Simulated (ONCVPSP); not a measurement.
**Ranking ONCV potentials for hafnium (Hf)**

All share these settings but for the change named:

hafnium (Hf), optimised norm-conserving Vanderbilt (ONCV), made with ONCVPSP 4.0.1 (PBE, fully relativistic). Core [Kr] 4d10 4f14, reference 5s2 5p6 5d2 6s2. Waves: 5s+6s: rc 1.95 bohr, ncon 3, nbas 7, qcut 5.5 1/bohr, 2 projectors; 5p: rc 1.75 bohr, ncon 4, nbas 7, qcut 7.9 1/bohr, 1 projector; 5d: rc 2.00 bohr, ncon 4, nbas 9, qcut 4.6 1/bohr, 2 projectors, debl 2.4 Ha. Local part: polynomial inside 1.40 bohr (lpopt 1, dvloc0 0 Ha). Core correction: Teter function, fcfact 4.75, rcfact 1.7.

Open shells are filled in proportion to 2j + 1.

Cutoff: the first of the cutoffs (Ha) at which the residual kinetic energy of the hardest occupied pseudo-wave falls to 1 and 0.1 mHa per electron; the density cutoff is not measured.

The base gives 20 Ha.

Of 10 variants that were run, those that failed, showed a ghost or another fault, or gave nearly equal values are left out.

A variant can come out equal or close to the base.

**Question.** Rank these variants from softest to hardest (loose cutoff).
A. p: qcut 10.9
B. p: qcut 7
C. reference 5s2 5p6 5d2 6s1.5

**Answer.** B (17 Ha), C (20 Ha), A (27 Ha).
